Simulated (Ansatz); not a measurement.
Gas-phase electronic energies from Ansatz, PBE0-D4/def2-TZVP geometries. CCSD(T)/CBS adds triple-zeta CCSD(T) − MP2 to the extrapolated MP2 energy (def2 sets, frozen cores). Functionals use def2-TZVPP. Elements past krypton have def2 core potentials. For Hf outer-core shells are correlated without core-valence functions, which leaves a few kJ/mol of doubt a bond. One conformer a species, not always the lowest.

Reaction (substitution at a C–B bond): `CB(C)N` + `[NH2][Hf]([F])([F])[F]` → `C[NH][Hf]([F])([F])[F]` + `CBN`

```csv
level,ΔE (kJ/mol),difference from CCSD(T)/CBS
LDA (SPW92),82.4,-0.6
PBE-D4,79.9,-3.1
BLYP-D4,77.0,-6.0
BHLYP-D4,79.9,-3.1
PBE-QIDH,82.6,-0.4
BLYP,74.9,-8.1
PBE0,81.4,-1.6
CCSD/def2-TZVPP,80.1,-2.9
HF/CBS(def2),76.9,-6.1
CCSD/CBS(def2),83.4,0.4
CCSD(T)/CBS,83.0,0
```

Largest T1 diagnostic among the species: 0.016.

Leaving LDA and LC-ωPBE aside and taking each functional with its dispersion term where it has one, the values, not all of them listed here, spread over 10.9 kJ/mol, from BLYP-D4 to B97M-V. LDA lies +3.3 kJ/mol from PBE without D4. From BLYP to BHLYP (50 % exact exchange), in def2-TZVPP and without D4, ΔE moves by +4.6 kJ/mol. At CCSD(T), def2-SVP lies −16.7 kJ/mol from the extrapolated value and def2-TZVPP −3.4 kJ/mol.
